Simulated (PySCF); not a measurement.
CH₄AlIO, SMILES [CH3][Al]([OH])[I]. Atoms are numbered in the order given.

```xyz
8

Al     0.1002    -1.3762     0.0000
I     -0.0466     1.1190     0.0000
C     -1.4934    -2.4789     0.0000
H     -2.1150    -2.2680     0.8860
H     -1.2348    -3.5493     0.0000
H     -2.1150    -2.2680    -0.8860
O      1.6383    -2.1013     0.0000
H      2.4856    -1.6461     0.0000
```
Charge 0, spin multiplicity 1.

The structure is a stationary point at B3LYP-D3(BJ)/def2-SVP. The def2 effective core potentials stand for the cores of I; spin–orbit coupling is left out. One conformer was computed; it need not be the lowest.

All values below come from TDDFT-B3LYP/def2-SVPD (PySCF 2.14.0).

Vertical excitations. Isolated molecule, no solvent. State labels are in the subgroup Cs.

| state | symmetry | energy (eV) | λ (nm) | f | main pairs |
|---|---|---|---|---|---|
| S1 | A' | 5.44 | 228 | 0.048 | HOMO→LUMO 98 % |
| S2 | A" | 5.52 | 225 | 0.001 | HOMO→LUMO+1 93 % |
| S3 | A" | 5.57 | 223 | 0.037 | HOMO−1→LUMO 92 % |
| S4 | A' | 5.93 | 209 | 0.020 | HOMO−1→LUMO+1 88 % |
| S5 | A" | 6.40 | 194 | 0.000 | HOMO−2→LUMO+1 99 % |
| S6 | A' | 6.59 | 188 | 0.211 | HOMO−2→LUMO 77 %, HOMO→LUMO+2 16 % |
| S7 | A' | 6.93 | 179 | 0.095 | HOMO→LUMO+2 65 %, HOMO→LUMO+3 18 % |
| S8 | A" | 6.97 | 178 | 0.001 | HOMO−1→LUMO+2 94 % |
| S9 | A" | 7.21 | 172 | 0.041 | HOMO−3→LUMO 91 % |
| S10 | A' | 7.22 | 172 | 0.031 | HOMO→LUMO+3 71 %, HOMO→LUMO+2 13 % |
| T1 | A' | 5.18 | 239 | 0 | HOMO→LUMO 96 % |
| T2 | A" | 5.31 | 233 | 0 | HOMO−1→LUMO 94 % |
| T3 | A' | 5.40 | 230 | 0 | HOMO−1→LUMO+1 97 % |
| T4 | A" | 5.41 | 229 | 0 | HOMO→LUMO+1 99 % |
Triplets are in the Tamm–Dancoff approximation, which puts them higher than full response would, so one can lie above its singlet here.
